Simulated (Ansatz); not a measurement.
Calculated with Ansatz (gas phase, PBE0-D4/def2-TZVP geometries, no zero-point term in ΔE). CCSD(T)/CBS is the MP2 limit (def2-TZVPP, def2-QZVPP) plus CCSD(T) − MP2 in def2-TZVPP, frozen cores. This one scheme is used for every species. Double bonds are as drawn, so ΔE can hold a change between cis and trans. DFT in def2-TZVPP. B3LYP here is the variant with VWN-RPA as its local correlation; programs differ in this.

Consider the formal exchange of groups at a C–B bond: `B/C=C(\F)[SiH3]` + CH₄ → `C/C=C(\F)[SiH3]` + BH₃.

```
             level  ΔE (kJ/mol)  difference from CCSD(T)/CBS
           PBE0-D4         73.6                          4.9
          B3LYP-D4         74.2                          5.5
           ωB97X-V         67.3                         -1.4
           ωB97M-V         71.2                          2.5
            B2PLYP         73.3                          4.6
               PBE         79.9                         11.2
            r2SCAN         79.0                         10.3
              PBE0         74.2                          5.5
    MP2/def2-TZVPP         70.3                          1.6
SCS-MP2/def2-TZVPP         66.6                         -2.1
   CCSD/def2-TZVPP         66.2                         -2.5
CCSD(T)/def2-TZVPP         68.6                         -0.1
     HF/def2-QZVPP         61.8                         -6.9
    MP2/def2-QZVPP         70.4                          1.7
     MP2/CBS(def2)         70.5                          1.8
    CCSD/CBS(def2)         66.3                         -2.4
       CCSD(T)/CBS         68.7                            0
```

Largest T1 diagnostic among the species: 0.013.

In def2-TZVPP, CCSD(T) changes the Hartree–Fock value by +6.6 kJ/mol (the triples alone add +2.4 kJ/mol) and MP2 by +8.4 kJ/mol. From PBE to PBE0 (25 % exact exchange), in def2-TZVPP and without D4, ΔE moves by −5.7 kJ/mol.
